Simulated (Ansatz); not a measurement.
H3AlBO, SMILES `O[B-][AlH2]` (lower singlet) (charge -1, multiplicity 1). This singlet lies 0.48 eV below the relaxed triplet at the level frozen-core CCSD(T)/aug-cc-pVTZ // B3LYP-D3(BJ)/def2-TZVPD (Ansatz, an electronic-structure program).

Computed with r2SCAN0/aug-cc-pVTZ // B3LYP-D3(BJ)/def2-TZVPD (Ansatz).

Ansatz 0.2 input:
```yaml
crystal:
  periodic: [false, false, false]
  atoms:
    - { symbol: O, position_ang: [-2.061508, -0.362079, -0.243383] }
    - { symbol: B, position_ang: [-0.714053, -0.277691, -0.368002] }
    - { symbol: Al, position_ang: [1.15978, 0.252494, 0.228367] }
    - { symbol: H, position_ang: [-2.381407, 0.040515, 0.572986] }
    - { symbol: H, position_ang: [2.131888, -1.01367, 0.541282] }
    - { symbol: H, position_ang: [1.865299, 1.36043, -0.731251] }
basis:
  gaussian: { orbitals: aug-cc-pVTZ }
hamiltonian:
  xc: r2scan0
total_charge: -1
```

Output:

```
Functional definition: r2SCAN0
1001 factors; their error is unknown
mean field evaluation 1: about -9364.8920 eV, gradient 1.9e1 eV
mean field evaluation 2: about -9363.7096 eV, gradient 2.8e1 eV
mean field evaluation 4: about -9367.0569 eV, gradient 2.0e0 eV
mean field evaluation 8: about -9367.0752 eV, gradient 3.6e-2 eV
mean field evaluation 16: about -9367.0878 eV, gradient 2.2e-4 eV
mean field -9367.08781660 eV, -344.2341280198 hartree, gradient 2.7e-5 eV, S^2 0.000000; 0 other end points of the search recorded, 0 dependent functions left out
reference -9367.08783951 eV, -344.2341288619 hartree; 15, 15 occupied and 196, 196 virtual orbitals, 1001 factors
Total energy: -9367.08783951 eV, -344.2341288619 hartree
```
